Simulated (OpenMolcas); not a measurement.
**Co3+ in MgO: curves along the breathing mode**

Co3+ with its 6 nearest oxide ions, on the Mg site of MgO (a = 4.2112 Å, distance in the model lattice 2.106 Å). The rest of the host is ab initio model potentials to 7.6 Å, with orthogonalisation functions on the cations behind the ligands, and point charges beyond; the distance is set by hand and nothing relaxes, and no local charge compensation is placed. Ligand basis ANO-RCC-VDZP.

- Program: OpenMolcas 26.06
- Method: CASSCF
- Basis: ANO-RCC-VDZP [5s4p2d1f]
- Scalar Hamiltonian: DKH2, point nucleus
- Active space: 6 electrons in 5 orbitals (3d)
- State averaging: 2S+1 = 5 even, 5 roots; 2S+1 = 3 even, 45 roots; 2S+1 = 1 even, 50 roots
- Spin-orbit coupling: RASSI with atomic mean-field integrals over the reference wave functions

Spin-free energies (labels of O, the rotations of Oh) in cm-1 above the lowest fitted minimum, as all ligands move together:

| R (Å) | 5T2 | 3T1 | 1A1 | 5E | 3T2 | 1T1 | 3E |
| --- | --- | --- | --- | --- | --- | --- | --- |
| 1.896 | 4530 | 13100 | 9650 | 20220 | 18680 | 22700 | 32330 |
| 1.941 | 790 | 10490 | 8390 | 15220 | 15830 | 20150 | 28520 |
| 1.986 | 80 | 10730 | 9830 | 13450 | 15830 | 20430 | 27720 |
| 2.03 | 1980 | 13370 | 13540 | 14460 | 18250 | 23110 | 29510 |
| 2.075 | 6270 | 18300 | 19490 | 17990 | 22960 | 28060 | 33680 |
| 2.12 | 12740 | 25290 | 27460 | 23810 | 29730 | 35050 | 40010 |
| 2.164 | 21010 | 33990 | 37130 | 31570 | 38220 | 43750 | 48140 |

Cubic fits give the following; the wavenumber is harmonic, with the mass of all moving ligands, small differences in it between states hang on the degree of the fit, a number in brackets counts states of one label, and the table is a selection of at most 14 states with clean curves.

```tsv
State	R0 (Å)	Breathing mode (cm-1)	Minimum (cm-1)
5T2	1.975	690	0
3T1	1.960	678	10290
1A1	1.939	672	8430
5E	1.991	699	13420
3T2	1.964	676	15510
1T1	1.959	677	19970
3E	1.977	687	27660
1T2	1.969	674	29260
1E	1.977	684	33940
3A2	1.985	692	35570
1A1(2)	1.977	685	35450
3E(2)	1.992	694	36990
1A2	1.982	684	40840
3A1	1.991	697	41750
```

The minimum of 5E is shifted by +0.0160 Å against 5T2 (from the unrounded fits). With M = 96.0 u for the moving shell, the Huang-Rhys factor in this mode is S = M ω ΔR² / 2ħ = 0.01483 × 96.0 × 690 × 0.0160² = 0.25. Only the first shell moves, against a rigid host.

An orbital triplet at a regular site is open to Jahn-Teller coupling, which can distort the site and quench the lowest spin-orbit gaps and is left out. Without dynamic correlation the repulsion within the d shell is too large (B by tens of per cent), so at a given field states of lower spin stand too high. This shell can be high or low spin here, a state of another spin lies low, and with metal d orbitals alone active their balance is uncertain, so the ground spin may be wrong. Ligand-to-metal charge-transfer states are missing. With no ligand orbital active B as a rule stays too high, so bands that hang on it stand too high and its fall with covalency is understated. With metal d orbitals alone and no dynamic correlation 10Dq can be off by a tenth to a fifth, either way, in oxide and fluoride hosts. The least metal-like active orbital is 84 % on the metal (Löwdin) and no ligand orbital is active, so the numbers are rough (holds for R = 1.896; R = 2.12; R = 2.164). The least metal-like active orbital is 85 % on the metal (Löwdin) and no ligand orbital is active, so the numbers are rough (holds for R = 1.941; R = 1.986; R = 2.03; R = 2.075). No measured value stands beside these numbers.
